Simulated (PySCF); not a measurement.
Breaking a bond: SiH (cation, charge +1), singlet.

Levels of theory: UHF/6-31G (PySCF); RHF/6-31G (PySCF); UKS-PBE0 = unrestricted PBE0/6-31G in PySCF 2.14.0; RKS-PBE0 = restricted PBE0/6-31G (PySCF); UKS-CAM-B3LYP = unrestricted CAM-B3LYP/6-31G run with PySCF; RKS-CAM-B3LYP = restricted CAM-B3LYP/6-31G run with PySCF; UKS-M06-2X = unrestricted M06-2X/6-31G (PySCF); RKS-M06-2X = restricted M06-2X/6-31G in PySCF 2.14.0.

Scanned distances (Å): 1.13, 1.22, 1.28, 1.37, 1.44, 1.48, 1.52, 1.56, 1.61, 1.68, 1.75, 1.87, 2.07, 2.26, 2.48, 2.75, 3.03, 3.37, 3.73, 4.12, 4.51, 5.34, 6.14.

Q: Where does the unrestricted solution first break spin symmetry (<S²> of 0.01 or more)?

A: UHF: already at 1.13 Å; UKS-PBE0: between 2.26 and 2.48 Å; UKS-CAM-B3LYP: between 2.07 and 2.26 Å; UKS-M06-2X: between 2.26 and 2.48 Å.

```csv
R / Å,<S²> UHF,E(RHF) − E(UHF) / kJ/mol,<S²> UKS-PBE0,E(RKS-PBE0) − E(UKS-PBE0) / kJ/mol,<S²> UKS-CAM-B3LYP,E(RKS-CAM-B3LYP) − E(UKS-CAM-B3LYP) / kJ/mol,<S²> UKS-M06-2X,E(RKS-M06-2X) − E(UKS-M06-2X) / kJ/mol
1.13,0.13,0.9,0.00,0.0,0.00,0.0,0.00,0.0
1.22,0.09,0.4,0.00,0.0,0.00,0.0,0.00,0.0
1.28,0.06,0.2,0.00,0.0,0.00,0.0,0.00,0.0
1.37,0.02,0.0,0.00,0.0,0.00,0.0,0.00,0.0
1.44,0.00,0.0,0.00,0.0,0.00,0.0,0.00,0.0
1.48,0.00,0.0,0.00,0.0,0.00,0.0,0.00,0.0
1.52,0.00,0.0,0.00,0.0,0.00,0.0,0.00,0.0
1.56,0.00,0.0,0.00,0.0,0.00,0.0,0.00,0.0
1.61,0.00,0.0,0.00,0.0,0.00,0.0,0.00,0.0
1.68,0.00,0.0,0.00,0.0,0.00,0.0,0.00,0.0
1.75,0.00,0.0,0.00,0.0,0.00,0.0,0.00,0.0
1.87,0.00,0.0,0.00,0.0,0.00,0.0,0.00,0.0
2.07,0.25,5.9,0.00,0.0,0.00,0.0,0.00,0.0
2.26,0.55,36.2,0.00,0.0,0.03,0.1,0.00,0.0
2.48,0.75,86.2,0.31,5.0,0.40,13.0,0.34,7.0
2.75,0.87,152.4,0.67,33.7,0.68,46.9,0.67,38.3
3.03,0.94,216.9,0.84,71.0,0.84,88.2,0.85,79.2
3.37,0.97,284.1,0.96,112.5,0.93,134.9,0.94,126.1
3.73,1.00,340.8,1.00,147.1,0.97,175.2,0.97,165.9
4.12,1.00,387.0,1.00,172.5,0.99,207.9,0.99,197.3
4.51,1.00,420.3,1.00,188.7,1.00,231.0,1.00,218.3
5.34,1.00,461.8,1.00,205.0,1.00,258.8,1.00,243.6
6.14,1.00,480.8,1.00,209.7,1.00,270.9,1.00,253.8
```
